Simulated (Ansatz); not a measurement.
Molecule: C5H7NSi, net charge 0, singlet state. 
Geometry from a B3LYP-D3(BJ)/def2-TZVP (Ansatz, a quantum-chemistry and plane-wave program) optimisation:
```
C
C 1 1.3964
H 2 1.0833 1 121.06
C 2 1.3896 3 119.36 1 -179.69
N 4 1.3325 2 123.48 3 179.60
C 5 1.3326 4 117.23 2 -0.05
H 6 1.0851 5 116.24 4 -179.79
H 4 1.0851 5 116.24 6 179.79
C 6 1.3895 7 120.29 5 -179.85
H 9 1.0833 6 119.35 7 0.25
Si 1 1.8761 2 121.68 3 1.60
H 11 1.4807 1 109.43 2 -29.43
H 11 1.4807 12 110.14 1 120.38
H 11 1.4822 12 108.72 13 118.98
```

Basis-set convergence of Hartree-Fock and MP2 correlation energies (hartree) with Ansatz. Valence correlation only, unless marked. Spin-orbit coupling is left out. No relativistic terms.

The Hartree-Fock reference is unstable (checked in the largest basis), which strains HF and MP2. 

```csv
basis,functions,E(HF),"E(corr, MP2)"
aug-cc-pV(D+d)Z,233,-536.82322,-0.94575
aug-cc-pV(T+d)Z,492,___,___
```

Problem. What belongs in the gaps?

Solution. 
- aug-cc-pV(T+d)Z, E(HF): -536.88932
- aug-cc-pV(T+d)Z, E(corr, MP2): -1.12589
